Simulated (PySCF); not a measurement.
Isomers of C8H13P, one conformer each; single-point electronic energies without zero-point terms and without any empirical dispersion term.

Computed with PySCF at PBE0/pcSseg-1, non-relativistic, each on one gas-phase PBE0-D3(BJ)/def2-SVP geometry that isn't relaxed in the solvent. The solvent is an IEF-PCM continuum (van der Waals radii × 1.2). Only the electrostatic response of the medium enters.

```csv
isomer,"relative energy, gas (kcal/mol)",dipole (D)
`CCCP1C=CCC=C1`,0.0,1.42
`C#CP1CCCCCC1`,19.4,1.57
```

Question: How do the relative energies look in dichloromethane (ε = 8.93)?

Answer: 
```csv
isomer,"relative energy, solvent (kcal/mol)",E(solvent) − E(gas) (kcal/mol),dipole in solvent (D)
`CCCP1C=CCC=C1`,0.0,-3.3,1.95
`C#CP1CCCCCC1`,19.0,-3.7,2.12
```

The order is unchanged. Conformers: `[CH3:1][CH2:2][CH2:3][P:4]1[CH:5]=[CH:6][CH2:7][CH:8]=[CH:9]1` with C1–C2–C3–P4 64°, C2–C3–P4–C5 78°, C3–P4–C5–C6 119°, C5–C6–C7–C8 -13°, C6–C7–C8–C9 13°, C3–P4–C9–C8 -119°; `[CH:1]#[C:2][P:3]1[CH2:4][CH2:5][CH2:6][CH2:7][CH2:8][CH2:9]1` with C2–P3–C4–C5 -173°, P3–C4–C5–C6 -39°, C4–C5–C6–C7 -48°, C5–C6–C7–C8 94°. `C#CP1CCCCCC1` gains most from the continuum, and it has the largest gas-phase dipole. The gains span 0.4 kcal/mol, the gas-phase energies 19.4 kcal/mol.
